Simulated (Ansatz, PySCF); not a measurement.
trisilylphosphine (H9PSi3), SMILES P([SiH3])([SiH3])[SiH3]. Atoms are numbered in the order given.

```xyz
13

Si    -0.7048     1.7896    -0.4200
P      0.2249    -0.2150    -0.8920
Si     1.8341    -0.1679     0.6936
Si    -1.2564    -1.4945     0.2367
H      0.2407     2.8562    -0.8657
H     -0.9945     1.9722     1.0372
H     -1.9807     1.9020    -1.1878
H      2.8573     0.8408     0.2865
H      2.4644    -1.5203     0.7555
H      1.3100     0.1887     2.0496
H     -0.7186    -2.8865     0.2934
H     -2.5450    -1.4883    -0.5180
H     -1.5054    -1.0105     1.6312
```

Coordinates come from a PBE0-D3(BJ)/def2-SVP optimisation.

Two levels are set side by side: PBE-D3(BJ)/def2-SVP (Ansatz, a program for electronic structure) and PBE0-D3(BJ)/def2-SVP (Ansatz). Each level has its own optimised geometry; the coordinates shown are those of the second. Frequencies come from the Hessian of PySCF at each geometry. Differences are taken from unrounded values.

| quantity | PBE0-D3(BJ) | PBE-D3(BJ) | PBE-D3(BJ) minus PBE0-D3(BJ) |
|---|---|---|---|
| mean bond length (Å) | 1.686 | 1.697 | 0.012 |
| bond Si1–P2 (Å) | 2.260 | 2.275 | 0.015 |
| bond P2–Si3 (Å) | 2.260 | 2.275 | 0.015 |
| bond P2–Si4 (Å) | 2.260 | 2.275 | 0.015 |
| bond Si1–H5 (Å) | 1.493 | 1.504 | 0.011 |
| bond Si1–H6 (Å) | 1.497 | 1.507 | 0.010 |
| bond Si1–H7 (Å) | 1.493 | 1.504 | 0.011 |
| bond Si3–H8 (Å) | 1.493 | 1.504 | 0.011 |
| bond Si3–H9 (Å) | 1.493 | 1.504 | 0.011 |
| bond Si3–H10 (Å) | 1.497 | 1.507 | 0.010 |
| bond Si4–H11 (Å) | 1.493 | 1.504 | 0.011 |
| bond Si4–H12 (Å) | 1.493 | 1.504 | 0.011 |
| bond Si4–H13 (Å) | 1.497 | 1.507 | 0.010 |
| highest harmonic wavenumber (cm⁻¹) | 2244 | 2176 | -68 |
| mean harmonic wavenumber (cm⁻¹) | 1026 | 991 | -35 |
| zero-point energy (kcal/mol) | 48.38 | 46.76 | -1.63 |

GGA bonds tend to be longer and softer than those of functionals with exact exchange. Differences between two approximate levels are no errors against the true value.
